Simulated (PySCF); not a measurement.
A PySCF script (with the pyscf-properties extension) for the NMR shieldings of `C=C1CC=C[SiH2]O1`, C5H8OSi, on a GFN2-xTB geometry:

```python
import basis_set_exchange as bse
import numpy as np
from pyscf import gto, dft
from pyscf.prop import nmr

atoms = """
C     2.310416   -0.252705   -0.441229
C     1.043867    0.132050   -0.366340
C     0.482138    0.909929    0.797221
C    -0.763901    0.285806    1.360001
C    -1.740184   -0.174829    0.585863
Si   -1.448330   -0.143308   -1.267976
O     0.184992   -0.158985   -1.370508
H     2.673488   -0.796890   -1.294031
H     3.011322   -0.030311    0.340811
H     1.246002    1.009284    1.567376
H     0.233975    1.913857    0.432283
H    -0.822885    0.244909    2.441354
H    -2.618435   -0.611594    1.036294
H    -1.854830   -1.355719   -1.965007
H    -1.942048    1.094047   -1.878024
"""
names = dict.fromkeys(["C", "Si", "O", "H"], "pcSseg-1")
basis = {el: gto.basis.parse(bse.get_basis(n, elements=[el], fmt="nwchem")) for el, n in names.items()}
mol = gto.M(atom=atoms, basis=basis, charge=0, verbose=0)
mf = dft.RKS(mol, xc="PBE0")
mf.grids.level = 2
mf.grids.alignment = dft.numint.BLKSIZE   # the property module wants whole blocks of grid points
mf.conv_tol = 1e-9
mf.kernel()

calc = nmr.RKS(mf)   # GIAO
C = mf.mo_coeff
Co = C[:, mf.mo_occ > 0]
resp = mf.gen_response(singlet=True, hermi=2)
def vind(x):   # induced exchange potential for any number of trial vectors
    d = np.einsum("pi,xij,qj->xpq", C, 2 * x.reshape(-1, C.shape[1], Co.shape[1]), Co, optimize=True)
    return np.einsum("xpq,pi,qj->xij", resp(d - d.transpose(0, 2, 1)), C, Co, optimize=True).ravel()
mo1, _ = nmr.rhf.solve_mo1(calc, with_cphf=vind)
sigma = calc.kernel(mo1)
for i, s in enumerate(sigma):   # ppm
    w = np.linalg.eigvalsh((s + s.T) / 2)
    print("%2d %-2s iso %8.1f  s11 %8.1f  s22 %8.1f  s33 %8.1f" % (i, mol.atom_pure_symbol(i), w.mean(), *w))
```

Problem. What does it print?

Solution. 
```
 0 C  iso     90.8  s11     -4.9  s22    126.9  s33    150.4
 1 C  iso     26.2  s11    -88.8  s22     60.7  s33    106.8
 2 C  iso    148.3  s11    138.0  s22    142.3  s33    164.5
 3 C  iso     30.5  s11    -96.6  s22     29.8  s33    158.4
 4 C  iso     56.6  s11    -56.9  s22     53.4  s33    173.2
 5 Si iso    380.6  s11    348.6  s22    362.0  s33    431.4
 6 O  iso    233.4  s11    127.5  s22    244.7  s33    328.1
 7 H  iso     27.2  s11     24.2  s22     25.0  s33     32.2
 8 H  iso     27.4  s11     25.2  s22     25.7  s33     31.4
 9 H  iso     28.7  s11     24.9  s22     28.7  s33     32.6
10 H  iso     28.8  s11     25.6  s22     26.9  s33     33.8
11 H  iso     24.4  s11     22.4  s22     23.7  s33     27.0
12 H  iso     25.6  s11     24.3  s22     25.4  s33     27.1
13 H  iso     26.5  s11     22.8  s22     24.8  s33     31.9
14 H  iso     26.3  s11     23.3  s22     24.2  s33     31.4
```

These numbers come from an equivalent density-fitted implementation of the same equations, which agrees with the script to about 0.01 ppm for H and up to a few tenths of a ppm for heavy atoms, so last digits may differ.

Problem. Turn these shieldings into chemical shifts. Shifts are taken against calculated references (same method and geometry level): ¹³C (σ = 186.93 ppm), ²⁹Si (σ = 349.16 ppm), ¹H (σ = 31.72 ppm) against TMS; ¹⁷O (σ = 336.08 ppm) against H2O.

Solution. Averaging equivalent atoms: C 1: 160.7; C 3: 156.4; C 4: 130.3; C 0: 96.2; C 2: 38.7; Si 5: -31.5; O 6: 102.7; H 11: 7.34; H 12: 6.10; H 13/14: 5.33; H 7: 4.54; H 8: 4.31; H 9/10: 2.97 ppm. Experimental scales use liquid or dissolved standards, which lie at an offset from isolated H2O (liquid H2O: subtract about 36 ppm).

Size and cost of the density-fitted run: 166 basis functions, 15 s wall time on 1 thread of an Intel Xeon 6975P-C, shared host; peak memory 0.75 GiB.
